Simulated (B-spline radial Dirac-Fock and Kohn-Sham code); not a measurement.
**Two-hole binding energies of Nb³⁺**

System: the Nb³⁺ ion, configuration [Kr] 4d2.

These are calculated numbers from a radial finite-basis atomic code; the model is Dirac-Fock ΔSCF + Breit + QED. U is the two-hole binding energy less the two single-hole energies, the effective repulsion of the holes after relaxation. Each two-hole energy is an average over J within one jj subconfiguration.

| holes | E(a) (eV) | E(b) (eV) | E(ab) (eV) | U (eV) |
| --- | --- | --- | --- | --- |
| 1s⁻¹ 2p1/2⁻¹ | 19026.0 | 2506.8 | 21706.3 | 173.5 |
| 1s⁻¹ 2p3/2⁻¹ | 19026.0 | 2412.5 | 21602.6 | 164.1 |
| 1s⁻¹ 3p1/2⁻¹ | 19026.0 | 421.9 | 19500.2 | 52.2 |
| 1s⁻¹ 3p3/2⁻¹ | 19026.0 | 406.2 | 19482.6 | 50.4 |
| 1s⁻¹ 3d3/2⁻¹ | 19026.0 | 247.4 | 19318.7 | 45.3 |
| 1s⁻¹ 3d5/2⁻¹ | 19026.0 | 244.7 | ? | ? |
| 2p3/2⁻² | 2412.5 | 2412.5 | 4940.7 | 115.7 |
| 2p3/2⁻¹ 3p1/2⁻¹ | 2412.5 | 421.9 | 2881.1 | 46.6 |
| 2p3/2⁻¹ 3d3/2⁻¹ | 2412.5 | 247.4 | 2707.0 | 47.0 |
| 2p3/2⁻¹ 3d5/2⁻¹ | 2412.5 | 244.7 | 2702.7 | 45.5 |
| 3p1/2⁻² | 421.9 | 421.9 | 882.7 | 38.9 |
| 3p3/2⁻² | 406.2 | 406.2 | 848.7 | 36.3 |
| 3d3/2⁻¹ 3d5/2⁻¹ | 247.4 | 244.7 | 530.4 | 38.4 |
| 3d5/2⁻² | 244.7 | 244.7 | 527.2 | 37.9 |

Task: Give the missing two-hole energy and U.

Result: E(ab) = 19315.5 eV and U = 44.8 eV.
